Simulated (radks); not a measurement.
Values are calculated unless marked as measured or tabulated.
Problem. The mean radii <r> (bohr) of the occupied orbitals of an atom or ion are listed with their occupations. Level of theory: scalar-relativistic Kohn-Sham, PBEsol, spin-polarised, spherical densities, point nucleus (a radial shooting solver on a logarithmic mesh with Libxc functionals).

orbital  occ.     <r>
1s up       1  0.1308
1s down     1  0.1305
2s up       1  0.6464
2s down     1  0.6543
2p up       3  0.6012
2p down     1  0.6134

Name the element and its charge. Open shells, if any, are filled with parallel spins first.

Solution. Z = 12, magnesium, charge +4: Mg4+ in [He] 2s2 2p4. The 1s radius gives Z: for a bare nucleus <r> = (2 gamma + 1)/(2Z) with gamma = sqrt(1 - (Z/c)^2), 0.1247 bohr for Z = 12, and screening makes it slightly larger (0.1308 here). The occupations add up to 8, and the charge is Z minus that.
